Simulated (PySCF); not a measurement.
**Bond length, frequency and bond energy of SnC⁺ by level of theory**

State: ⁴Σ⁻ (quartet), unpaired electrons σ ↑, π ↑↑. Set-up: Sn cc-pVDZ-PP with ECP28, C cc-pVDZ; scalar-relativistic core potentials (PySCF 2.14). De refers to Sn⁺ + C in their high-spin ground configurations, without counterpoise correction. The functionals are run spin-unrestricted. A positive dipole points towards C; it is taken about the centre of mass and depends on that origin.

```json
{"Level": "UHF", "Re (Å)": "2.103", "ωe (cm⁻¹)": "649", "De (eV)": "1.55", "μ (D)": "-1.08", "CPU s a point (SCF and correlation, without the integrals)": "0.072"}
{"Level": "UHF-MP2", "Re (Å)": "2.118", "ωe (cm⁻¹)": "629", "De (eV)": "2.27", "μ (D)": "n/a", "CPU s a point (SCF and correlation, without the integrals)": "0.11"}
{"Level": "UHF-SCS-MP2", "Re (Å)": "2.117", "ωe (cm⁻¹)": "630", "De (eV)": "1.95", "μ (D)": "n/a", "CPU s a point (SCF and correlation, without the integrals)": "n/a"}
{"Level": "UHF-CCSD", "Re (Å)": "2.129", "ωe (cm⁻¹)": "604", "De (eV)": "2.16", "μ (D)": "n/a", "CPU s a point (SCF and correlation, without the integrals)": "n/a"}
{"Level": "UHF-CCSD(T)", "Re (Å)": "2.138", "ωe (cm⁻¹)": "587", "De (eV)": "2.28", "μ (D)": "n/a", "CPU s a point (SCF and correlation, without the integrals)": "2.1"}
{"Level": "LDA", "Re (Å)": "2.128", "ωe (cm⁻¹)": "573", "De (eV)": "3.64", "μ (D)": "-0.51", "CPU s a point (SCF and correlation, without the integrals)": "0.41"}
{"Level": "PBE", "Re (Å)": "2.160", "ωe (cm⁻¹)": "546", "De (eV)": "3.08", "μ (D)": "-0.63", "CPU s a point (SCF and correlation, without the integrals)": "0.45"}
{"Level": "r²SCAN", "Re (Å)": "2.134", "ωe (cm⁻¹)": "582", "De (eV)": "2.92", "μ (D)": "-0.60", "CPU s a point (SCF and correlation, without the integrals)": "0.93"}
{"Level": "r²SCANh", "Re (Å)": "2.125", "ωe (cm⁻¹)": "595", "De (eV)": "2.80", "μ (D)": "-0.67", "CPU s a point (SCF and correlation, without the integrals)": "0.7"}
{"Level": "B3LYP", "Re (Å)": "2.148", "ωe (cm⁻¹)": "564", "De (eV)": "2.57", "μ (D)": "-0.81", "CPU s a point (SCF and correlation, without the integrals)": "0.5"}
{"Level": "PBE0", "Re (Å)": "2.126", "ωe (cm⁻¹)": "593", "De (eV)": "2.74", "μ (D)": "-0.83", "CPU s a point (SCF and correlation, without the integrals)": "0.65"}
{"Level": "HSE06", "Re (Å)": "2.128", "ωe (cm⁻¹)": "591", "De (eV)": "2.76", "μ (D)": "-0.80", "CPU s a point (SCF and correlation, without the integrals)": "0.71"}
```

The bond length runs from 2.103 Å (UHF) to 2.160 Å (PBE). De spans 1.55 eV (UHF, mean field) to 3.64 eV (LDA, local density). Correlation at CCSD(T) changes the Hartree–Fock bond energy by +0.73 eV; the triples alone change it by +0.12 eV.

Correlated steps freeze 5 core orbitals. Correlated levels converge slowly with the basis: in double zeta they bind strong bonds too weakly, by up to about 1 eV, and carry superposition errors of some tenths. Spin–orbit coupling is left out, which matters for elements this heavy, above all for dissociation energies. For an ion De counts to the pair picked by the measured ionisation energies or electron affinities, which need not be the lowest pair at this level. The state is the lowest determinant that a PBE0 search found; another state may lie lower at other levels.

The whole job (state search and all levels along the bond) took about 1.7 min on 1 thread of Arm Neoverse V1 (shared host), peak memory 0.43 GiB.
